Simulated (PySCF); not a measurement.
In(F)(Br)(NH2) (BrFH2InN), SMILES [Br][In]([NH2])[F].

Coordinates come from a PBE0-D3(BJ)/def2-SVP optimisation. The structure was generated by enumeration; whether it is a known compound was not checked. The def2 effective core potentials stand for the cores of In; spin–orbit coupling is left out. One conformer was computed; it need not be the lowest.

Method: TDA-PBE/def2-SVPD (PySCF).

Vertical excitations. Isolated molecule, no solvent.

### Question
Give excitation energies, oscillator strengths and character. (The exact figures need the calculation; the answer reports its results.)

### Answer

```
state  energy (eV)  λ (nm)      f                                                               main pairs
-----  -----------  ------  -----  -----------------------------------------------------------------------
S1            3.92     316  0.030                                                           HOMO→LUMO 91 %
S2            4.27     290  0.015                                                         HOMO−1→LUMO 98 %
S3            4.44     279  0.018                                                         HOMO−2→LUMO 97 %
S4            5.22     238  0.018                                       HOMO−3→LUMO 76 %, HOMO→LUMO+1 17 %
S5            5.48     226  0.028  HOMO→LUMO+1 31 %, HOMO−1→LUMO+1 28 %, HOMO−4→LUMO 25 %, HOMO−3→LUMO 7 %
S6            5.55     223  0.012                                     HOMO−4→LUMO 58 %, HOMO−1→LUMO+1 41 %
S7            5.66     219  0.059  HOMO−1→LUMO+1 30 %, HOMO→LUMO+1 29 %, HOMO−4→LUMO 15 %, HOMO−6→LUMO 8 %
S8            5.89     211  0.006                                     HOMO−2→LUMO+1 69 %, HOMO−5→LUMO 20 %
S9            6.44     192  0.038                                                         HOMO→LUMO+2 96 %
S10           6.49     191  0.001                                                       HOMO−3→LUMO+1 91 %
T1            3.29     377      0                                                           HOMO→LUMO 99 %
T2            3.95     314      0                                                        HOMO−1→LUMO 100 %
T3            4.10     302      0                                                         HOMO−2→LUMO 99 %
T4            4.74     261      0                                                         HOMO→LUMO+1 98 %
```
Triplets are in the Tamm–Dancoff approximation.
